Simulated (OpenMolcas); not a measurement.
## Ca: effect of correlating more closed shells

```yaml
Program: OpenMolcas
Basis: ANO-RCC-VTZP [6s5p2d1f]
Scalar_Hamiltonian: DKH2, point nucleus
Active_space: 2 electrons in 4 orbitals (4s 4p)
State_averaging: 2S+1 = 3 even, 3 roots; 2S+1 = 1 even, 6 roots; 2S+1 = 3 odd, 3 roots; 2S+1 = 1 odd, 3 roots
Spin-orbit_coupling: RASSI with atomic mean-field integrals over the reference wave functions, term energies averaged over their components
```

Methods on the same reference wave functions:
A. CASSCF
B. SS-CASPT2, IPEA 0.25 Eh, imaginary shift 0.1 Eh (closed shells correlated: none)
C. SS-CASPT2, IPEA 0.25 Eh, imaginary shift 0.1 Eh (closed shells correlated: 3s 3p)
D. SS-CASPT2, IPEA 0.25 Eh, imaginary shift 0.1 Eh (closed shells correlated: 2s 2p 3s 3p)

Energies in cm⁻¹ above 4s² ¹S₀, the measured ground level; measured values from NIST Handbook of Basic Atomic Spectroscopic Data.

| Level | A | B | C | D | Measured |
| --- | --- | --- | --- | --- | --- |
| 4s² ¹S₀ | 0.0 | 0.0 | 0.0 | 0.0 | 0.0 |
| 4s 4p ³P°₀ | 13637 | 13925 | 14817 | 14818 | 15158 |
| 4s 4p ³P°₁ | 13676 | 13964 | 14856 | 14857 | 15210 |
| 4s 4p ³P°₂ | 13754 | 14042 | 14934 | 14935 | 15316 |
| 4s 4p ¹P°₁ | 29508 | 27801 | 27595 | 27589 | 23652 |
| 4p² ³P₀ | 38522 | 38784 | 40326 | 40335 | 38418 |
| 4p² ³P₁ | 38559 | 38820 | 40363 | 40372 | 38465 |
| 4p² ³P₂ | 38632 | 38892 | 40434 | 40444 | 38552 |
| 4p² ¹D₂ | 43597 | 40532 | 42053 | 42061 |  |

Deviations, from unrounded energies. A percentage is the sum of absolute deviations over the sum of measured energies, with the sign that they share, or ± where signs differ.

```
           Against measurement  Levels     A     B     C     D
mean absolute deviation (cm-1)       7  1500  1300  1500  1500
      other configurations (%)       7  ±5.8  ±4.9  ±5.8  ±5.8
```

B lies closest to measurement on these levels and A furthest from it. The largest miss of B in the table is 4s 4p ¹P°₁, by +4100 cm-1. The ranking rests on the paired levels alone, and a cruder setting can come out closer through cancelling errors.

Among B to D the level of the table that moves most is 4p² ³P₁, by 1600 cm-1 (lowest in B, highest in D).

The lowest spin-free term lies below A's lowest term by 0.004 hartree in B, 0.233 hartree in C, 0.252 hartree in D.

What an inner shell adds also hangs on whether the basis holds functions to correlate it.

The ¹D term of p² mixes with s d, which this space lacks. Without dynamic correlation excited terms often stand tens of per cent too high (terms of higher spin than the ground term too low), and those without a measured partner can miss by more than the paired ones (holds for A). Computed and measured levels are paired by configuration, term and J; levels that our copy of the source lacks, or whose pairing is in doubt (as where it misses far off the trend of its configuration), stay unpaired and out of the deviations. Levels of configurations outside the active space are missing.

° marks odd parity.
